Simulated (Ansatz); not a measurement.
## Pulling the pair apart

The pair of C2H2 (SMILES C#C, atoms 1–4) and AsH3 (SMILES [AsH3], atoms 5–8), both closed shells, in one local arrangement (a lower one may exist), relaxed at PBE0-D4/def2-TZVP:

C1  (-0.229, 0.268, -2.032)
C2  (0.726, -0.408, -1.776)
H3  (-1.078, 0.869, -2.259)
H4  (1.574, -1.009, -1.546)
As5  (0.256, -0.273, 1.744)
H6  (-0.188, -0.040, 3.184)
H7  (0.095, 1.196, 1.391)
H8  (-1.158, -0.602, 1.295)
(Å)

AsH3 is shifted rigidly along the line between the mean atom positions of the two fragments (negative: closer). Counterpoise interaction energies in kJ/mol. Ansatz 0.2.0; basis: def2-TZVPPD; cores frozen in the correlated methods. Filled d shells of the heavier atoms are correlated. The def2 sets are not built for correlating such inner shells, so the correlated values are less sure here.

| shift (Å) | PBE0-D4 | r2SCAN-D4 | MP2 |
| --- | --- | --- | --- |
| -0.36 | -4.0 | -2.6 | -2.6 |
| -0.18 | -6.0 | -4.9 | -4.8 |
| 0.00 | -6.6 | -5.5 | -5.5 |
| 0.18 | -6.4 | -5.4 | -5.4 |
| 0.43 | -5.5 | -4.7 | -4.6 |
| 0.89 | -3.6 | -3.0 | -3.0 |
| 1.78 | -1.3 | -1.2 | -1.2 |
| 3.55 | -0.2 | -0.2 | -0.2 |

Q: What does CCSD(T) give at these shifts? (Judge from chemistry; the value comes from the calculation.)

A: The calculation gives: -0.2, -3.1, -4.2, -4.4, -3.9, -2.6, -1.0, -0.2 kJ/mol. For zero shift, CCSD(T) at an estimated basis limit (MP2 extrapolated from triple and quadruple zeta, plus CCSD(T) − MP2 in triple zeta) gives -5.4 kJ/mol. These are counterpoise interaction energies, counted from the two frozen fragments.

No T1 diagnostic of these runs exceeds 0.012.

For scale, one of the runs: CCSD(T)/def2-TZVPPD, 213 basis functions, launched by `ansatz run in.yaml --threads 4 --pin off --events-out ev --progress --plain --max-ram 9574MiB`. Hardware: 4 CPU threads of an Arm Neoverse V1, shared host. Wall time 75 s; peak host memory 3 GiB.
